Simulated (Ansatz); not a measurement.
`[CH3][Ta]([NH2])([F])=[S]` + CH₃OH → `C[O][Ta]([NH2])([F])=[S]` + CH₄  (ligand exchange at a Ta–C bond)

Calculated with Ansatz (gas phase, PBE0-D4/def2-TZVP geometries, no zero-point term in ΔE). CCSD(T)/CBS adds triple-zeta CCSD(T) − MP2 to the extrapolated MP2 energy (def2 sets, frozen cores). This one scheme is used for every species. Functionals use def2-TZVPP. Elements past krypton have def2 core potentials. For Ta outer-core shells are correlated without core-valence functions, which leaves a few kJ/mol of doubt a bond. One conformer a species, not always the lowest.

```tsv
species	PBE energy (Eh)
`[CH3][Ta]([NH2])([F])=[S]`	-650.86009
CH₃OH	-115.63194
`C[O][Ta]([NH2])([F])=[S]`	-726.09065
CH₄	-40.46430
```

(1) Work out ΔE.

Largest T1 diagnostic among the species: 0.020, so the coupled-cluster value is less sure than usual.

Answers

(1) ΔE = (-726.09065) + (-40.46430) − (-650.86009) − (-115.63194) = -0.06292 Eh = -165.2 kJ/mol. CCSD(T)/CBS gives -165.7 kJ/mol.

At CCSD(T), def2-SVP lies −20.1 kJ/mol from the extrapolated value and def2-TZVPP −3.3 kJ/mol. From r2SCAN to r2SCAN0 (25 % exact exchange), in def2-TZVPP and without D4, ΔE moves by +3.8 kJ/mol. Leaving LDA and LC-ωPBE aside and taking each functional with its dispersion term where it has one, the values, not all of them listed here, spread over 14.0 kJ/mol, from CAM-B3LYP-D4 to HSE06-D4.
